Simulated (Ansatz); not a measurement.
Basis-set series for `BB1CN1`. Charge 0, multiplicity 1. The geometry is a stationary point of PBE0-D4/def2-TZVP.

```csv
functional,basis,functions,energy (Eh),HOMO (eV),LUMO (eV)
PBE0-D4,def2-TZVPP,194,-145.37507,-7.50,-1.80
PBE0-D4,def2-QZVPP,378,-145.38380,-7.51,-1.83
ωB97M-V,def2-TZVPP,194,-145.48616,-9.73,0.10
ωB97M-V,def2-QZVPP,378,-145.49424,-9.74,0.01
```

Give the rows for def2-SVP. (Best estimate.)

Computed: 
```
functional     basis  functions  energy (Eh)  HOMO (eV)  LUMO (eV)
   PBE0-D4  def2-SVP         81   -145.21582      -7.44      -1.67
   ωB97M-V  def2-SVP         81   -145.31832      -9.66       0.36
```

Positive LUMOs are unbound and depend on the basis.
